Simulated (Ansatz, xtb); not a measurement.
C6H5BF2: 4 structures ranked

4 gas-phase structures of C6H5BF2, from a drawn sample of its isomers (lower ones may exist). Each was relaxed with GFN2-xTB:

A. `FBc1cccc(F)c1`, a singlet
B. `FB(F)c1ccccc1`, a singlet
C. `C=C1C=C/C1=C/B(F)F`, a singlet
D. `FB(F)C1=C[C@@H]2[C@@H]3[C@H]1[C@H]23`, a singlet

Problem. Estimate their order in r2SCAN-D4/def2-SVP//GFN2-xTB energy at these geometries, lowest first.

Solution. Calculated order at r2SCAN-D4/def2-SVP//GFN2-xTB: B (0.0), A (53.8), C (66.2), D (70.4) kcal/mol.

Energies above the lowest of each column, in kcal/mol; the last columns are at r2SCAN-D4/def2-SVP geometries and were run for some of them only (a dash: not run or not comparable):

| structure | GFN2-xTB | HF/STO-3G | r2SCAN-D4/def2-SVP//GFN2-xTB | r2SCAN-D4/def2-SVP | CCSD(T)/def2-SVP + ΔMP2/def2-TZVPP |
| --- | --- | --- | --- | --- | --- |
| B | 0.0 | 0.0 | 0.0 | 0.0 | 0.0 |
| A | 30.1 | 44.6 | 53.8 | 53.6 | 54.9 |
| C | 58.1 | 79.8 | 66.2 | 65.8 | 62.2 |
| D | 47.7 | 66.1 | 70.4 | – | – |

Every level run on B puts it lowest or level with the lowest. Flexible structures stand in one conformer each, not always the lowest. Frequencies (GFN2-xTB) were run for A, B, C alone. ΔMP2 is the change of the MP2 energy from the smaller to the larger basis.

Over these structures GFN2-xTB departs from r2SCAN-D4/def2-SVP//GFN2-xTB by 9.6 kcal/mol on average once a common shift is removed. A GFN2-xTB relaxation took about 0.064 s and the r2SCAN-D4/def2-SVP//GFN2-xTB energy about 1.8 s on a shared host (Ansatz 0.2.0, xtb 6.7.1).
